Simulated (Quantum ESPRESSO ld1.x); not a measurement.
Results of a calculation; reference values are marked as such.
Q: Tc26+, 17 electrons, occupied as [Ne] 3s2 3p5. Code: ld1.x of Quantum ESPRESSO 7.5. Model: scalar-relativistic Kohn-Sham, LDA (Slater exchange, Perdew-Zunger correlation), spin-polarised, spherical densities, point nucleus; open shells are filled with parallel spins first. Some entries of the table are withheld. Estimate them.

| orbital | occ. | eigenvalue (hartree) | <1/r> (bohr^-1) |
|---|---|---|---|
| 1s up | 1 | -810.163 | 44.65 |
| 1s down | 1 | -810.098 | 44.66 |
| 2s up | 1 | -152.620 | 10.17 |
| 2s down | 1 | -152.563 | 10.17 |
| 2p up | 3 | -141.529 | 9.865 |
| 2p down | 3 | -141.460 | 9.865 |
| 3s up | 1 | (1) | 3.965 |
| 3s down | 1 | (2) | 3.961 |
| 3p up | 3 | (3) | (4) |
| 3p down | 2 | (5) | (6) |

A: 
(1) 3s up eigenvalue (hartree): -54.9631
(2) 3s down eigenvalue (hartree): -54.8066
(3) 3p up eigenvalue (hartree): -51.3977
(4) 3p up <1/r> (bohr^-1): 3.837
(5) 3p down eigenvalue (hartree): -51.2390
(6) 3p down <1/r> (bohr^-1): 3.834
